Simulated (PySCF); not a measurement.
## Circular dichroism: SMILES B[Si@@H]1C[C@]1(F)C(C)C, C5H12BFSi

Molfile (atoms numbered from 1):
```
C5H12BFSi
     RDKit          3D

 20 20  0  0  0  0  0  0  0  0999 V2000
    2.4665    0.3603   -1.7905 B   0  0  0  0  0  0  0  0  0  0  0  0
    1.8528    1.0626   -0.1372 Si  0  0  2  0  0  4  0  0  0  0  0  0
    1.3247   -0.1230    1.2886 C   0  0  0  0  0  0  0  0  0  0  0  0
    0.1466    0.4445    0.5798 C   0  0  1  0  0  0  0  0  0  0  0  0
   -0.5374    1.3951    1.3092 F   0  0  0  0  0  0  0  0  0  0  0  0
   -0.7971   -0.4445   -0.1938 C   0  0  0  0  0  0  0  0  0  0  0  0
   -1.7261   -1.1876    0.7706 C   0  0  0  0  0  0  0  0  0  0  0  0
   -1.6025    0.3716   -1.2028 C   0  0  0  0  0  0  0  0  0  0  0  0
    2.1892   -0.7173   -2.1563 H   0  0  0  0  0  0  0  0  0  0  0  0
    3.1374    1.0103   -2.4974 H   0  0  0  0  0  0  0  0  0  0  0  0
    2.0579    2.3693    0.4943 H   0  0  0  0  0  0  0  0  0  0  0  0
    1.4560    0.2064    2.3082 H   0  0  0  0  0  0  0  0  0  0  0  0
    1.4798   -1.1846    1.1679 H   0  0  0  0  0  0  0  0  0  0  0  0
   -0.1834   -1.1747   -0.7316 H   0  0  0  0  0  0  0  0  0  0  0  0
   -2.3912   -1.8510    0.2225 H   0  0  0  0  0  0  0  0  0  0  0  0
   -2.3269   -0.4757    1.3317 H   0  0  0  0  0  0  0  0  0  0  0  0
   -1.1462   -1.7790    1.4759 H   0  0  0  0  0  0  0  0  0  0  0  0
   -0.9368    0.8644   -1.9097 H   0  0  0  0  0  0  0  0  0  0  0  0
   -2.1825    1.1328   -0.6861 H   0  0  0  0  0  0  0  0  0  0  0  0
   -2.2856   -0.2695   -1.7550 H   0  0  0  0  0  0  0  0  0  0  0  0
  1  2  1  0
  2  3  1  0
  3  4  1  0
  4  5  1  1
  4  6  1  0
  6  7  1  0
  6  8  1  0
  4  2  1  0
  1  9  1  0
  1 10  1  0
  2 11  1  1
  3 12  1  0
  3 13  1  0
  6 14  1  0
  7 15  1  0
  7 16  1  0
  7 17  1  0
  8 18  1  0
  8 19  1  0
  8 20  1  0
M  END
```

Method used: TDDFT CAM-B3LYP/def2-SVPD circular dichroism and optical rotation, one conformer, gas phase in PySCF 2.14.0. Geometry: GFN2-xTB.

The molecule is flexible and this is one conformer; a measurement averages over conformers.

(1) Assign R or S to each stereocentre.

(2) Which excitations and rotatory strengths does the calculation give?

Answers

(1) Si2 R, C4 S.

(2) Rotatory strengths R in 10⁻⁴⁰ esu² cm², velocity form and length form (origin at the centre of mass); f in length form.
```
state  E (eV)  λ (nm)       f  R (velocity)  R (length)                                main
    1    3.84     323   0.214         +20.2       +18.2                      HOMO→LUMO 0.96
    2    4.50     275   0.024         -20.1       -19.1  HOMO−1→LUMO 0.73, HOMO−2→LUMO 0.20
    3    5.29     234   0.004         +10.4        +9.7  HOMO−2→LUMO 0.71, HOMO−1→LUMO 0.18
    4    5.90     210  0.0007         -12.7       -13.5  HOMO−6→LUMO 0.61, HOMO−3→LUMO 0.13
    5    6.42     193   0.028          -5.8        -5.6  HOMO→LUMO+1 0.33, HOMO→LUMO+3 0.20
    6    6.57     189   0.013         -17.2       -16.5  HOMO→LUMO+1 0.48, HOMO→LUMO+2 0.27
    7    6.71     185   0.088         +47.7       +45.0  HOMO→LUMO+3 0.45, HOMO→LUMO+2 0.28
    8    6.89     180   0.050          -9.6        -7.1  HOMO→LUMO+4 0.62, HOMO→LUMO+5 0.12
```

Among the states computed, the strongest CD band (largest |R|) is state 7. The largest dissymmetry factor in size, g = 4R/(D+G), with D and G the electric and magnetic dipole strengths, is -0.19 for state 4 (velocity form, f = 0.0006), among bands with |R| over 0.5. The mirror image has the same energies and oscillator strengths and all R with the opposite sign.
